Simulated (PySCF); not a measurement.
# A search over the determinants of WO

Unrestricted PBE0; basis W cc-pVDZ-PP with ECP60, O cc-pVDZ; scalar-relativistic core potentials; PySCF 2.14. Outer shells of the fragments: W 5d4 6s2; O 2s2 2p4.

Followed along the bond (rough minima from three points):

```tsv
2Ms+1	unpaired	⟨S²⟩ at the start	R at minimum (Å)	Te (eV)
3	δ ↑↑	2.28	1.65	0.00
1	δ ↑↓	1.00	1.65	0.33
5	σ ↑, π ↑, δ ↑↑	6.14	1.70	0.47
3	π ↑, δ ↑	2.85	1.70	1.47
3	σ ↑, π ↓, δ ↑↑	3.07	1.71	1.53
5	σ ↑↑, δ ↑↑	6.20	1.72	1.55
```

Solutions found at the starting distance of 1.885 Å, counted from the lowest of them; the search is not exhaustive and high or unbound solutions are not listed, so other states can lie among these:

```
2Ms+1        unpaired   term  E (eV)  ⟨S²⟩  ⟨Lz²⟩  μ (D)
    5  σ ↑, π ↑, δ ↑↑     ⁵Π    0.00  6.14   1.03  -4.33
    3            δ ↑↑    ³Σ⁻    0.15  2.28   0.00  -2.83
    1            δ ↑↓  mixed    0.57  1.00   8.01  -3.56
    5      σ ↑↑, δ ↑↑    ⁵Σ⁻    0.93  6.20   0.00  -1.55
    3        π ↑, δ ↑  mixed    1.03  2.85   4.88  -4.14
    3  σ ↑, π ↓, δ ↑↑  mixed    1.06  3.07   1.02  -4.46
    3        σ ↑, δ ↑     ³Δ    1.26  2.05   4.01  -4.66
    1            none  mixed    1.27  0.00   8.00  -3.55
    5  σ ↑, π ↑↑, δ ↑     ⁵Δ    1.51  6.02   4.00  -4.11
    1        π ↓, δ ↑  mixed    1.56  1.06   5.13  -3.47
```

A term symbol is given only where ⟨S²⟩ and ⟨Lz²⟩ are close to those of a pure state; real π, δ and φ orbitals otherwise mix terms. A positive dipole means W(−)O(+).

Spin–orbit coupling is left out. With d or f electrons several states lie close, and the lowest PBE0 determinant need not be the measured ground state.
